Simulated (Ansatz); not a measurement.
Basis-set series for `[CH3][Ga]([F])[I]`. Total charge 0; spin multiplicity 1. I: def2 effective core potential. The geometry is a stationary point of PBE0-D4/def2-TZVP.

| functional | basis | functions | energy (Eh) | HOMO (eV) | LUMO (eV) |
| --- | --- | --- | --- | --- | --- |
| PBE0-D4 | def2-SVP | 101 | -2361.68184 | -7.73 | -1.11 |
| PBE0-D4 | def2-TZVPP | 202 | -2362.10845 | -7.81 | -1.19 |
| ωB97M-V | def2-SVP | 101 | -2361.88661 | -9.84 | 0.64 |
| ωB97M-V | def2-TZVPP | 202 | -2362.31810 | -9.94 | 0.52 |

**Question.** Give the rows for def2-QZVPP. (Best estimate.)

**Answer.** Computed: 
```csv
functional,basis,functions,energy (Eh),HOMO (eV),LUMO (eV)
PBE0-D4,def2-QZVPP,375,-2362.16117,-7.82,-1.22
ωB97M-V,def2-QZVPP,375,-2362.36903,-9.96,0.40
```

Positive LUMOs are unbound and depend on the basis. Scalar relativity is left out up to krypton.
